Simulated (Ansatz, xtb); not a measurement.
## BH3SeSi: where a starting geometry ends

The starting geometry of this gas-phase triplet was built from a drawn formula by distance geometry and a force field; its bonds are those of `[B][SiH2][SeH]`.

```xyz
6

B     1.3922   -1.9213    0.5541
Se    0.6330    0.0270   -2.2377
Si    1.0865   -0.0627    0.0188
H     2.3023    0.6858    0.3092
H    -0.0164    0.4927    0.7910
H     0.4725    1.5591   -2.1181
```

Q: Predict what becomes of its bonds when it is optimised with r2SCAN-D4/def2-SVP.

A: It keeps its bonds, and is `[B][SiH2][SeH]`.

The energy falls by 0.11 eV over 14 steps:

```
step  E − E(last) (eV)
   1             0.114
   2             0.037
   4             0.019
   5             0.018
   7             0.015
   8             0.008
  10             0.002
  11             0.001
  13             0.000
  14             0.000
```

Final geometry (Å):

```xyz
6

B     1.3260   -1.9529    0.4912
Se    0.8634    0.1604   -2.2570
Si    1.1488   -0.0401    0.0179
H     2.4467    0.5207    0.5247
H     0.0272    0.7051    0.6701
H     0.0580    1.3874   -2.1294
```

From the same start GFN2-xTB ends elsewhere, at `[SiH2]=B[SeH]`.

No frequencies were run, so the end isn't proven a minimum. Open shells are spin-unrestricted. The triplet needn't be the ground state. Run with Ansatz 0.2.0, 110 s on 2 threads of Arm Neoverse V2 (shared host).
